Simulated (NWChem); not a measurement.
BNH₅ cation; SMILES B[NH3+]

```xyz
7

B     -0.0012    -0.9277    -0.0148
N     -0.0019     0.6232    -0.0122
H     -1.0826    -1.4527     0.0052
H      1.0841    -1.4451     0.0041
H      0.0549     0.9381     0.9825
H     -0.8662     1.0517    -0.3964
H      0.8238     1.0438    -0.4819
```
Atoms are numbered in this order, from 1.

Coordinates come from a PBE-D3(BJ)/def2-SVP optimisation.

 Unshifted, non-relativistic core excitations; the lowest 4 roots alone, so stronger bands may lie above.

### Question
List the first N K-edge excitations from PBE/def2-TZVP, restricted-window TDA (NWChem).

### Answer
```csv
state,energy (eV),dipole oscillator strength,leading excitation (squared amplitude)
S1,380.8,0.0006,1s of atom 2 or its equivalents → LUMO (1.00)
S2,383.9,0.0024,1s of atom 2 or its equivalents → LUMO+1 (0.99)
S3,385.3,0.0245,1s of atom 2 or its equivalents → LUMO+2 (1.00)
S4,385.4,0.0227,1s of atom 2 or its equivalents → LUMO+3 (1.00)
```
